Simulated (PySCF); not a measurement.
Compound: 3-methylindene, C10H10.
Bonds: C1–C2, C2–C3 (double), C3–C4, C4–C5, C5–C6 (aromatic), C6–C7 (aromatic), C7–C8 (aromatic), C8–C9 (aromatic), C9–C10 (aromatic), C2–C10, C5–C10 (aromatic). Hydrogens: H11, H12, H13 on C1; H14 on C3; H15, H16 on C4; H17 on C6; H18 on C7; H19 on C8; H20 on C9.

The calculation used PBE0-D3(BJ)/def2-SVP geometry optimisation, gas phase in PySCF.

(1) What internal coordinates does the optimisation give?

Results:

(1) 
```tsv
bond	length (Å)	order
C1–C2	1.489	single
C2=C3	1.352	double
C3–C4	1.500	single
C4–C5	1.502	single
C5–C6	1.388	aromatic
C6–C7	1.399	aromatic
C7–C8	1.397	aromatic
C8–C9	1.396	aromatic
C9–C10	1.395	aromatic
C2–C10	1.469	single
C5–C10	1.409	aromatic
C1–H11, C1–H12, C1–H13	1.101	single
C3–H14	1.092	single
C4–H15, C4–H16	1.105	single
C6–H17	1.093	single
C7–H18	1.093	single
C8–H19	1.093	single
C9–H20	1.093	single
```

Bonds in one row agree within 0.01 Å and their mean is given. Orders are formal, as drawn. A selection of angles:
```tsv
angle	degrees
C1–C2–C3	128.0
C1–C2–C10	123.6
C3–C2–C10	108.4
C2–C3–C4	111.4
C3–C4–C5	102.9
C4–C5–C6	130.9
C4–C5–C10	108.6
C6–C5–C10	120.6
C5–C6–C7	118.8
C6–C7–C8	120.7
C7–C8–C9	120.7
C8–C9–C10	118.7
C2–C10–C9	130.8
C2–C10–C5	108.7
C5–C10–C9	120.6
```

Dihedral angles: C1–C2–C3–C4 180° (antiperiplanar); C2–C3–C4–C5 0° (synperiplanar); C3–C4–C5–C6 180° (antiperiplanar); C1–C2–C10–C9 0° (synperiplanar).

The 11 C–C bonds span 1.352 Å (C2=C3, drawn double) to 1.502 Å (C4–C5, drawn single), a spread of 0.150 Å. Of the pairs four or more bonds apart, C1···H20 is among the closest relative to their van der Waals radii: 2.98 Å, 103 % of the sum of Bondi's values. The 5-membered ring C2–C3–C4–C5–C10 has internal angles of 102.9° to 111.4°; it is planar, 0.00 Å rms from its mean plane, widest ring torsion 0°. The 10 heavy atoms lie in one plane (0.000 Å rms). The 6-membered ring C5–C6–C7–C8–C9–C10 has internal angles of 118.7° to 120.7°; it is planar, 0.00 Å rms from its mean plane, widest ring torsion 0°.

Point group: Cs (every atom within 0.08 Å of its image). No frequency check.
